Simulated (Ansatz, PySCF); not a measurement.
BaBr2, SMILES [Br][Ba][Br].

The structure is a stationary point at B3LYP-D3(BJ)/def2-SVP. The def2 effective core potentials stand for the cores of Ba; spin–orbit coupling is left out.

Vertical ionisation energy (IE) and electron affinity (EA) in eV. Rows of orbital energies are one-electron estimates. Where ΔSCF, EOM or ADC give a negative EA the extra electron is unbound and the value depends on the basis.

```json
[
 {"level": "−ε(HOMO), −ε(LUMO), CAM-B3LYP/def2-TZVPD (PySCF)", "IE": "8.51", "EA": "1.55"},
 {"level": "−ε(HOMO), −ε(LUMO), PBE/def2-TZVPD (PySCF)", "IE": "6.07", "EA": "2.62"},
 {"level": "ΔSCF, ωB97X-V/def2-TZVPD (Ansatz), final states of multiplicity 2 and 2", "IE": "9.63", "EA": "0.91"},
 {"level": "ΔSCF, PBE/def2-TZVPD (Ansatz), final states of multiplicity 2 and 2", "IE": "8.70", "EA": "1.06"}
]
```

Question: What vertical singlet–triplet gap does ΔSCF give with ωB97X-V/def2-TZVPD (Ansatz, a quantum-chemistry and plane-wave program) and with PBE/def2-TZVPD (Ansatz)? (Estimate from the structure and the level; the computed values follow.)

Answer: 5.06 and 3.90 eV (triplet above singlet where positive).
